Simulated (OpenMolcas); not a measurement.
## Cr4+: effect of the ligand basis

Cr4+ with 6 ligands (chloride) in octahedral coordination (Oh) at 2.31 Å. A charge of +0.333 e stands 2.6 Å behind each ligand.

```yaml
Program: OpenMolcas
Method: CASSCF
Spin-orbit_coupling: RASSI with atomic mean-field integrals over the reference wave functions
```

Fixed: metal basis ANO-RCC-VTZP, active space 2 electrons in 5 orbitals (3d), DKH2 Hamiltonian.

States (labels of O, the rotations of Oh). Energies in cm-1 above the lowest state or level, χT in cm3 K/mol; under a threefold ground state the first gap can be a small split of the lowest multiplet, not the spin-orbit step.

| Run | Ligand basis | Ground state | First state of that spin | First gap with spin-orbit (degeneracies) | χT at 300 K | First state of another spin | Cost |
| --- | --- | --- | --- | --- | --- | --- | --- |
| A | ANO-RCC-VDZP | 3T1 | 3T2 14889 | 6.3 (2, 3) | 0.757 | 1T2 14633 | roughly 30 core-seconds |
| B | ANO-RCC-VTZP | 3T1 | 3T2 14923 | 6.4 (2, 3) | 0.756 | 1T2 14707 | roughly 90 core-seconds |

Against A, the first state of the same spin changes by +0.2 % in B.

Costs are those of the RASSCF and RASSI steps.

An orbital triplet at a regular site is open to Jahn-Teller coupling, which can distort the site and quench the lowest spin-orbit gaps and is left out. Without dynamic correlation the repulsion within the d shell is too large (B by tens of per cent), so at a given field states of lower spin stand too high. Ligand-to-metal charge-transfer states are missing. With no ligand orbital active B as a rule stays too high, so bands that hang on it stand too high and its fall with covalency is understated. With metal d orbitals alone and no dynamic correlation the field as a rule comes out too small, by tens of per cent, by up to half for chloride and softer ligands. The least metal-like active orbital is 74 % on the metal (Löwdin) and no ligand orbital is active, so the numbers are rough (holds for A). The least metal-like active orbital is 73 % on the metal (Löwdin) and no ligand orbital is active, so the numbers are rough (holds for B). No measured value stands beside these numbers; the geometry is a model, was not optimised and need not be the one that this ion takes.
